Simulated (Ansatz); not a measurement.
Relaxation of C2H8O2Si (13 atoms, charge 0, multiplicity 1), to a largest force component of 0.02 eV/Å in at most 50 steps.

The calculation used RKS PBE-D4/cc-pVDZ (Ansatz 0.2.0).

```xyz
13
Properties=species:S:1:pos:R:3
O -1.226 1.226 0.262
C -0.995 0.011 0.858
C 0.466 -0.281 0.736
Si 1.181 -0.589 -0.996
O 0.766 0.675 -2.011
H -2.206 1.492 0.449
H -1.251 0.080 1.917
H -1.564 -0.740 0.370
H 0.738 -1.143 1.404
H 1.069 0.565 1.178
H 0.431 -1.808 -1.513
H 2.590 -0.825 -0.971
H 0.020 1.300 -1.666
```

Question: Where does it end, and by what steps?

Answer: It converged. After 7 steps the energy has fallen by 0.550 eV; H6 moved furthest, 0.37 Å.

| step | energy less start (eV) | largest force component (eV/Å) | accepted |
| --- | --- | --- | --- |
| 0 | 0.0000 | 3.006 | yes |
| 1 | -0.4562 | 0.998 | yes |
| 2 | -0.5342 | 0.274 | yes |
| 3 | -0.5443 | 0.175 | yes |
| 4 | -0.5463 | 0.232 | yes |
| 5 | -0.5500 | 0.065 | yes |
| 6 | -0.5503 | 0.030 | yes |
| 7 | -0.5505 | 0.008 | yes |

```xyz
13
Properties=species:S:1:pos:R:3
O -1.171 1.242 0.119
C -0.955 0.042 0.892
C 0.528 -0.310 0.800
Si 1.096 -0.564 -1.007
O 0.701 0.818 -1.916
H -2.133 1.408 0.095
H -1.264 0.212 1.950
H -1.571 -0.801 0.495
H 0.724 -1.238 1.379
H 1.134 0.498 1.264
H 0.402 -1.807 -1.535
H 2.589 -0.770 -1.078
H -0.060 1.234 -1.441
```

Whether the end is a true minimum wasn't checked by a vibrational analysis.

Time of the run: 19 s on 2 threads of Arm Neoverse V2, on a shared host, peak memory 0.15 GiB.
